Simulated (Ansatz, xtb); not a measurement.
## CH10Ge2SSi: which of two isomers lies lower

Structure X: `C[SiH2][GeH2][S][GeH3]`, a singlet. Structure Y: `[SiH3][S][GeH2][CH2][GeH3]`, a singlet. Both are isolated molecules in the gas phase, relaxed with PBE0-D3(BJ)/def2-SVP, each in the lowest conformer that the search found.

Problem. Estimate which is lower in electronic energy at CCSD(T)/def2-SVP + ΔMP2/def2-TZVPP, and by roughly how much.

Solution. The CCSD(T)/def2-SVP + ΔMP2/def2-TZVPP calculation puts structure X lower, by 4.1 kcal/mol.

The same difference at several levels:

```json
{"level": "GFN2-xTB", "geometry": "GFN2-xTB", "E(Y) − E(X) (kcal/mol)": "+7.3", "departure from the last row (kcal/mol)": "+3.2", "job, with rough time for the two": "optimisation, 0.36 s"}
{"level": "HF/STO-3G", "geometry": "GFN2-xTB", "E(Y) − E(X) (kcal/mol)": "+10.8", "departure from the last row (kcal/mol)": "+6.8", "job, with rough time for the two": "single point, 0.82 s"}
{"level": "r2SCAN-D4/def2-SVP", "geometry": "GFN2-xTB", "E(Y) − E(X) (kcal/mol)": "+8.3", "departure from the last row (kcal/mol)": "+4.2", "job, with rough time for the two": "single point, 5.4 s"}
{"level": "PBE0-D3(BJ)/def2-SVP", "geometry": "PBE0-D3(BJ)/def2-SVP", "E(Y) − E(X) (kcal/mol)": "+8.1", "departure from the last row (kcal/mol)": "+4.1", "job, with rough time for the two": "optimisation, 2.1 min"}
{"level": "HF/def2-SVP", "geometry": "PBE0-D3(BJ)/def2-SVP", "E(Y) − E(X) (kcal/mol)": "+5.5", "departure from the last row (kcal/mol)": "+1.4", "job, with rough time for the two": "part of the CCSD(T) run"}
{"level": "MP2/def2-SVP", "geometry": "PBE0-D3(BJ)/def2-SVP", "E(Y) − E(X) (kcal/mol)": "+4.2", "departure from the last row (kcal/mol)": "+0.2", "job, with rough time for the two": "part of the CCSD(T) run"}
{"level": "CCSD(T)/def2-SVP", "geometry": "PBE0-D3(BJ)/def2-SVP", "E(Y) − E(X) (kcal/mol)": "+5.3", "departure from the last row (kcal/mol)": "+1.2", "job, with rough time for the two": "single point"}
{"level": "CCSD(T)/def2-SVP + ΔMP2/def2-TZVPP", "geometry": "PBE0-D3(BJ)/def2-SVP", "E(Y) − E(X) (kcal/mol)": "+4.1", "departure from the last row (kcal/mol)": "", "job, with rough time for the two": "single point, 2.3 min"}
```

As drawn, Y has 1 S–Si, 2 C–Ge, 1 Si–H in place of 1 C–Si, 1 Ge–Si, 1 Ge–S, 1 C–H.

None of the levels shown reverses the order. The largest departure from CCSD(T)/def2-SVP + ΔMP2/def2-TZVPP is that of HF/STO-3G, 6.8 kcal/mol. The last row adds to CCSD(T) the change of the MP2 difference between the two basis sets, here −1.2 kcal/mol.

With thermal terms from frequencies at re-optimised GFN2-xTB minima (ideal gas, soft modes damped towards free rotors, one conformer each, 298.15 K, 1 atm): on the last row, ΔE + ΔZPE = +3.1, ΔH = +2.8, ΔG = +3.5 kcal/mol.

The correlated steps freeze 29 core orbitals; the filled d shell of Ge is correlated, in a basis made for valence electrons. Run with Ansatz 0.2.0, xtb 6.7.1; the last row on 4 threads of Arm Neoverse V1 on a shared host.
